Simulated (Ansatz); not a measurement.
`O[SiH](O)[CH2][GeH3]` and `O[SiH](O)Br` differ in one atom or group.

Ansatz, PBE0-D4/def2-TZVP geometries, multiplicity 1. Each molecule was computed in one conformer, which needn't be the lowest.

Scalar relativity is left out up to krypton.

| property | `O[SiH](O)[CH2][GeH3]` |
| --- | --- |
| HOMO energy (PBE/def2-TZVPP) / eV | -6.95 |
| HOMO–LUMO gap (B3LYP/def2-TZVPP) / eV | 8.31 |
| HOMO–LUMO gap (ωB97M-V/def2-TZVPP) / eV | 12.53 |
| HOMO energy (PBE0/def2-TZVPP) / eV | -8.31 |
| HOMO–LUMO gap (PBE/def2-TZVPP) / eV | 6.66 |
| size of the dipole moment (PBE/def2-TZVPP) / D | 1.38 |

Problem. What does the change do to each property? (Estimate.)

Solution. The calculation gave: 
```csv
property,`O[SiH](O)Br`,shift
HOMO energy (PBE/def2-TZVPP) / eV,-7.26,-0.31
HOMO–LUMO gap (B3LYP/def2-TZVPP) / eV,8.53,0.22
HOMO–LUMO gap (ωB97M-V/def2-TZVPP) / eV,12.94,0.41
HOMO energy (PBE0/def2-TZVPP) / eV,-8.61,-0.30
HOMO–LUMO gap (PBE/def2-TZVPP) / eV,6.92,0.26
size of the dipole moment (PBE/def2-TZVPP) / D,1.37,-0.01
```

Dipoles are sizes alone; their direction can turn.

B3LYP here is the variant with VWN-RPA as its local correlation; programs differ in this.

Spin–orbit coupling is left out; it splits and shifts lone-pair levels of the heavy atoms by tenths of an eV.
